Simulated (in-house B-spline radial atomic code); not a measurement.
Tc. Computed with a B-spline radial atomic code. Model: non-relativistic spherical atom: semilocal Troullier-Martins pseudo-atom, one channel per l, against all electrons, high spin, G0W0 and RPA with empty states to l = 8, local potential for every l without a channel, a model core (radius 0 = none) keeps its share of the functional.

Without relativity these are model numbers for so heavy an element.

What the tables leave out is listed at the end.

The pseudopotential gives back the lowest level of each angular momentum of its own functional in the configuration it was made in; a second state of the same l is only approximately right. Exact exchange, RPA and GW see the smooth pseudo-orbitals and miss the exchange with the core, for which the functional's share stands in. The column with an uncorrelated core keeps all orbitals and exact exchange, and so separates missing core correlation from pseudisation. Only the three outermost levels and the lowest empty one were computed. RPA here is direct RPA, with no exchange kernel, and its energies carry an (l + 1/2)⁻⁴ tail. A hybrid on a potential with a model core restores only its own semilocal share of the core's exchange.

Command:
```bash
python run_psgw.py task.json out
```
Settings (lengths in bohr, energies in hartree):
```
Z                      43
electrons              43
configuration          [Kr] 4d5 5s2
generated_in           [Kr] 4d5 5s2
functional             lda,vwn
core_shells            6
radius_factor          1.3
core_correction        False
ion_configuration      [Kr] 4d5 5s1
```

Run time, properties included: 87 s on 1 thread of Arm Neoverse N1, on a shared host.

Given: made with LDA VWN5; model core radius 0 bohr; local radius 1.308 bohr; mean-field start PBE0.

Valence shells of the generating configuration: 4s, 4p, 4d, 5s.

Channel: s 1.252, p 1.34, d 1.623 (radii in bohr).

Computed: largest level miss in the spin-unpolarised generating configuration 0.131 eV; valence RPA correlation energy pseudo -0.82368 hartree; all-electron RPA polarisability, core included 60.738 bohr³; pseudo-atom RPA polarisability 58.644 bohr³; ionisation by mean-field pseudo minus all 0.113 eV; ionisation by RPA all-electron 7.0238 eV; ionisation by RPA pseudo minus all 0.107 eV.

```csv
level,occupied,mean-field all-electron (eV),mean-field pseudo minus all (eV),G0W0 all-electron (eV),G0W0 uncorrelated core minus all (eV),G0W0 pseudo minus all (eV),exchange self-energy all-electron (eV),exchange self-energy pseudo (eV)
5s down,1,-4.6692,-0.089,-6.9081,0.023,-0.11,-7.9152,-7.5432
5s up,1,-5.8698,-0.134,-8.1747,0.029,-0.148,-10.584,-10.107
```

Task: What is the ionisation by mean-field all-electron?

Result: 6.4799 eV.

Task: What is the valence RPA correlation energy all-electron orbitals?

Result: -0.79845 hartree.

Given: mean-field start Hartree-Fock.

Computed: valence RPA correlation energy pseudo -0.69786 hartree; all-electron RPA polarisability, core included 54.11 bohr³; pseudo-atom RPA polarisability 52.331 bohr³; ionisation by mean-field all-electron 5.3889 eV; ionisation by mean-field pseudo minus all 0.097 eV; ionisation by RPA all-electron 6.5445 eV.

```csv
level,occupied,mean-field all-electron (eV),mean-field pseudo minus all (eV),G0W0 all-electron (eV),G0W0 uncorrelated core minus all (eV),G0W0 pseudo minus all (eV),exchange self-energy all-electron (eV),exchange self-energy pseudo (eV)
5s down,1,-5.5259,-0.101,-6.6709,0.018,-0.098,-7.0503,-6.8123
5s up,1,-7.2362,-0.133,-8.2888,0.03,-0.121,-10.078,-9.6368
4d up,1,-14.922,-0.183,-14.46,0.091,-0.058,-29.847,-27.258
```

Task: What is the valence RPA correlation energy all-electron orbitals?

Result: -0.67397 hartree.

Task: What is the ionisation by RPA pseudo minus all?

Result: 0.104 eV.

Among the listed levels the largest G0W0 shift of the pseudo-atom is -0.15 eV, for 5s up on the PBE0 start, while leaving the core uncorrelated moves that level by +0.03 eV. The rest, -0.18 eV, comes from pseudisation and the lost core exchange. Not in the tables (levels of low weight, unsolved or above zero; the highest and the empty levels are kept at any weight): the LDA start was refused, since an empty level lay at or below an occupied one; on PBE0 the G0W0 levels 4d up (pseudo minus all -0.12 eV, weights 0.40 and 0.67), 4d down (pseudo minus all +0.02 eV, weights 0.59 and 0.61).
